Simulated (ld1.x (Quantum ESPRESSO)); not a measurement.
## Building the PAW potential for C (Wu–Cohen, scalar-relativistic).

* Element: C (Z = 6)
* Generator: ld1.x (Quantum ESPRESSO) 7.5
* Type: PAW
* Functional: Wu–Cohen
* Relativity: scalar-relativistic
* Frozen core: [He]
* Valence charge: 4
* Reference configuration: 2s2 2p1.5 (charge +0.5)
* Partial waves: 2s (bound): rcut 0.85, rcutus 1.00 bohr; 2s channel at -0.65 Ry: rcut 0.85, rcutus 1.00 bohr; 2p (bound): rcut 1.80, rcutus 2.05 bohr; 2p channel at -0.05 Ry: rcut 1.80, rcutus 2.05 bohr; 3d channel at -0.15 Ry: rc 2.10 bohr
* Local potential: the d channel
* Core correction: Bessel-smoothed model core inside 0.55 bohr
* Augmentation charge: PSQ, inside the norm-conserving radii

All-electron outer shells of the reference configuration (Wu–Cohen, scalar-relativistic, ld1.x):

| shell | level (eV) | outermost node (bohr) | outermost maximum (bohr) |
| --- | --- | --- | --- |
| 2s | -19.29 | 0.38 | 1.20 |
| 2p | -10.68 | – | 1.16 |

Problem. Does the generator finish with these settings?

Solution. Yes, a potential is produced and its reference levels are reproduced.

Problem. Estimate the cutoffs (Ry, on a coarse ladder) from which the occupation-weighted sum of valence levels, in a spherical-Bessel basis at the reference potential, stays within 10 and 1 mRy of its value at 400 Ry.

Solution. 30 Ry and 40 Ry.

Problem. Does the potential have ghost states?

Solution. No extra level below or beside the all-electron valence levels (s, p, d, f tested).

Problem. Is the overlap operator S = 1 + Σ q|β⟩⟨β| positive definite (Bessel basis up to 400 Ry)?

Solution. Yes: its lowest eigenvalue is 0.52 (s channel).

Problem. Which valence shell sets the plane-wave cutoff?

Solution. 2s: its level needs 40 Ry to come within 1 mRy, against 18 Ry for 2p.

Problem. Tests: 2s2 2p2; 2s2 2p1; 2s2 2p0; 2s2 2p2.3; 2s1 2p3; 2s1 2p0; 2s0 2p4. Which has the largest error in its energy relative to the reference configuration, and how large is it?

Solution. 2s1 2p0, with -23 meV (all-electron minus pseudo) on +78.99 eV.
